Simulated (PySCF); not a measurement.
Input for PySCF: R-HF/STO-3G on GaH3O2 (SMILES [OH][GaH][OH]), a point of a torsion scan.

```python
from pyscf import gto, scf, dft, mp
from pyscf.data.elements import chemcore

mol = gto.M(
    atom='''
    O    -1.40865499   -0.33994067    0.11119374
    Ga   -0.08554092    0.37380328    0.86606000
    O     0.02448383    2.09357416    0.77001142
    H    -2.02526816   -0.74927407   -0.48195592
    H     0.81511090   -0.56747089    1.61330396
    H     0.65402392    2.71128365    1.13137999
    ''',
    basis='sto-3g',
    charge=0, spin=0, verbose=3, max_memory=1800)
mf = scf.RHF(mol)
mf.conv_tol = 1e-8
mf.max_cycle = 100
mf.kernel()
if not mf.converged:
    mf = mf.newton().run(mf.mo_coeff, mf.mo_occ)
```

### Question
Give the final energy of this run.

### Answer
-2050.3108 hartree.
